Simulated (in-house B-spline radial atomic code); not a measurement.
A calculation on the holmium ion Ho⁺: its settings, and results tabulated from the run. Level of theory: Dirac-Kohn-Sham LDA VWN5, spherical fractional occupations, Fermi nucleus of rms radius 5.2022 fm, inside a hard spherical wall at 1.36 bohr; calculated with a radial B-spline atomic code at the basis-set limit.

Command:
```bash
python run_scf.py task.json out
```
Settings (nuclear radius in fm, mass in u):
```
Z                67
configuration    [Xe] 4f11 6s1
hamiltonian      dirac
method           lda,vwn
spin_polarised   False
nucleus          fermi
rms_radius       5.2022
atomic_mass      164.93033
speed_of_light   137.035999084
wall_radius      1.36
```

Output (hartree, bohr):
```
 radial grid: 56 intervals, B-splines of order 8, outer radius 1.36 bohr

 iter        energy (Eh)    residual
    1      -12539.928260    4.06e-01
    2      -12541.122537    2.96e-01
    3      -12542.890595    1.57e-02
    4      -12542.895647    7.58e-03
    5      -12542.895948    1.60e-03
    6      -12542.895964    3.23e-04
    7      -12542.895965    1.17e-04
    8      -12542.895965    1.33e-07

 total energy                    -12542.89597
 kinetic                           14137.4276
 electron-nucleus                 -31712.2211
 Hartree                            5307.3855
 exchange-correlation               -275.4879

 first-order corrections (not in the total)
   Gaunt                            13.7320
   retardation                      -1.4569
   frequency dependence             -0.1987
   self-energy                       9.6490
   Uehling                          -1.6280
   Wichmann-Kroll                    0.0554

 orbital      occ     eigenvalue          <r>       <r^2>       <1/r>     <1/r^3>     <1/r^2>       r_max    small
 1s1/2      2.000     -2027.1927    0.0207566 0.000589178     75.9698           -     13350.5     0.01313  6.26e-02
 2s1/2      2.000      -333.0206    0.0876308  0.00912981     18.2283           -     1722.91     0.07488  1.39e-02
 2p1/2      2.000      -316.6955     0.072966  0.00659339     18.2128           -     547.344     0.05628  1.40e-02
 2p3/2      4.000      -285.2832    0.0801352  0.00781747     15.8729     11563.8     343.699     0.06241  1.29e-02
 3s1/2      2.000       -69.2232     0.230293   0.0607613     6.64556           -      374.52       0.212  4.45e-03
 3p1/2      2.000       -62.0536     0.219965    0.056332     6.56557           -     120.173      0.1994  4.39e-03
 3p3/2      4.000       -55.5336     0.233676    0.063355     5.96701     2500.23     76.4271      0.2123  4.07e-03
 3d3/2      4.000       -43.1673      0.20636   0.0501507     5.85388     421.998     42.9647      0.1678  3.96e-03
 3d5/2      6.000       -41.7449     0.210618    0.052108     5.70705     370.434     40.3842      0.1714  3.87e-03
 4s1/2      2.000        -9.4525     0.533668    0.321531      2.6962           -     85.6732      0.4922  1.34e-03
 4p1/2      2.000        -6.6603     0.545504    0.337962     2.58078           -      26.579      0.4967  1.25e-03
 4p3/2      4.000        -5.3093     0.577182     0.37678     2.37801     515.135     16.8947      0.5268  1.14e-03
 4d3/2      4.000        -0.6843     0.604321    0.415844     2.16547     73.3685     8.52515      0.5381  9.77e-04
 4d5/2      6.000        -0.4445     0.613342    0.427411     2.12132     63.5183     8.01873      0.5481  9.51e-04
 5s1/2      2.000         5.2460     0.847711    0.795558     1.71518           -     44.0367      0.9583  9.13e-04
 5p1/2      2.000         6.6866     0.842848    0.793466     1.73342           -      15.324      0.9713  9.50e-04
 5p3/2      4.000         7.5384     0.841046    0.795371     1.73323     352.608      11.286       0.989  1.00e-03
 4f5/2      4.714         5.3658     0.653684    0.483778     1.79877     11.2581     3.97219      0.5677  7.12e-04
 4f7/2      6.286         5.4053     0.656669    0.487579      1.7874     10.9458     3.91228       0.573  7.06e-04
 6s1/2      1.000        22.7573     0.805986    0.761871     2.07007           -     71.0584       1.136  1.76e-03
```

Run time, properties included: 0.49 s on 1 thread of Arm Neoverse V2, with other jobs on the host.

For the Dirac Hamiltonian the kinetic term is c α·p + (β - 1)c².
